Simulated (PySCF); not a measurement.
All values below come from PBE0-D4/def2-SVP in PySCF. Gas-phase values, no solvent. One relaxed conformer stands for a flexible species; it need not be the lowest. Excitations are Tamm–Dancoff values on a coarser integration grid. The basis has no diffuse functions, so Rydberg states are missing or too high.

Reference species (SMILES): `Sc1cc2ccccc2c2ccccc12` (H–S–C–C torsion 128°) (neutral, multiplicity 1).

```yaml
HOMO: -6.21 eV
S1 oscillator strength: 0.002
T1 excitation (TDA): 2.93 eV
```

Changed species: `c12ccc(S)cc2c2c(cc1)cccc2` (H–S–C–C torsion 180°).

Q: Give the shifts of the HOMO, S1 oscillator strength and T1 excitation (TDA).

A: the HOMO goes up by 0.26 eV, to -5.95 eV; the S1 oscillator strength increases by 0.011, to 0.013; the T1 excitation (TDA) is nearly the same.
